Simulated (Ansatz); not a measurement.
CCSD(T) forces

ZnNH4 (SMILES [NH3+][ZnH]) (charge +1), closed shell, displaced at random from a GFN2-xTB minimum.

```
6
angstrom
N -0.0836 -0.5648 -0.3269
Zn 0.1062 1.0661 0.6582
H 0.8568 -1.3146 -0.4734
H -0.7434 -1.3778 -0.0487
H -0.1014 -0.4451 -1.4134
H 0.2037 2.3736 1.5250
```

Computed with Ansatz 0.2.0 (basis: def2-TZVPP); correlated methods freeze the cores. The 3s and 3p shells of Cu and Zn are frozen; filled d shells are correlated.

CCSD(T) forces from the calculation:
```json
{"atom": "N1", "Fx": "2.894", "Fy": "-5.425", "Fz (eV/Å)": "-3.291"}
{"atom": "Zn2", "Fx": "0.103", "Fy": "1.269", "Fz (eV/Å)": "1.090"}
{"atom": "H3", "Fx": "-2.571", "Fy": "2.887", "Fz (eV/Å)": "1.277"}
{"atom": "H4", "Fx": "0.620", "Fy": "2.077", "Fz (eV/Å)": "-0.718"}
{"atom": "H5", "Fx": "-1.006", "Fy": "-0.002", "Fz (eV/Å)": "2.241"}
{"atom": "H6", "Fx": "-0.040", "Fy": "-0.807", "Fz (eV/Å)": "-0.599"}
```

Q: Which atom feels the largest CCSD(T) force, and how large is it?

A: N1, 6.97 eV/Å, along (0.42, -0.78, -0.47).

Root-mean-square difference of the force components from those of CCSD(T): PBE0-D4 0.068; wB97M-V 0.065; r2SCAN-D4 0.054; PBE-D4 0.166; LC-wPBE 0.115; r2SCANh-D4 0.058 eV/Å.

No T1 diagnostic of these runs exceeds 0.015.

For scale, one of the runs: CCSD(T)/def2-TZVPP forces, 151 basis functions (an equivalent command: `ansatz run in.yaml --threads 4`). The run took 39 s on 4 CPU threads (shared host), with 1.8 GiB of host memory at its peak.
